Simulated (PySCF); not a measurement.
C₂Hf, SMILES [C]1[C][Hf]1 (connectivity only; charge and spin as stated), neutral, multiplicity 3.

Geometry optimised at PBE0-D3(BJ)/def2-TZVP. The spin state was assumed, not searched. The def2 effective core potentials stand for the cores of Hf; spin–orbit coupling is left out.

Computed with PySCF with TDA-ωB97X/def2-TZVPD.

Vertical excitations. The molecule is in vacuum.

Computed UV-visible absorptions:
```csv
state,energy (eV),λ (nm),f,main pairs
root 1,0.32,3878,0.000,α HOMO−1→LUMO 91 %
root 2,0.49,2551,0.000,"α HOMO−1→LUMO+3 81 %, α HOMO−1→LUMO+2 16 %"
root 3,0.81,1527,0.002,"α HOMO−1→LUMO+1 81 %, α HOMO−1→LUMO+5 15 %"
root 4,1.06,1165,0.012,α HOMO→LUMO 89 %
root 5,1.20,1032,0.000,"α HOMO−1→LUMO+2 73 %, α HOMO−1→LUMO+3 17 %"
root 6,1.65,753,0.053,"α HOMO→LUMO+1 81 %, α HOMO→LUMO+5 14 %"
root 7,1.68,736,0.003,α HOMO→LUMO+3 85 %
root 8,1.83,678,0.057,α HOMO→LUMO+2 78 %
root 9,2.64,470,0.024,β HOMO→LUMO 92 %
root 10,2.84,437,0.007,"α HOMO−2→LUMO 27 %, α HOMO−2→LUMO+4 13 %, α HOMO→LUMO+4 8 %, β HOMO→LUMO+1 28 %, β HOMO→LUMO+6 16 %"
```
Unrestricted roots are not spin-pure.
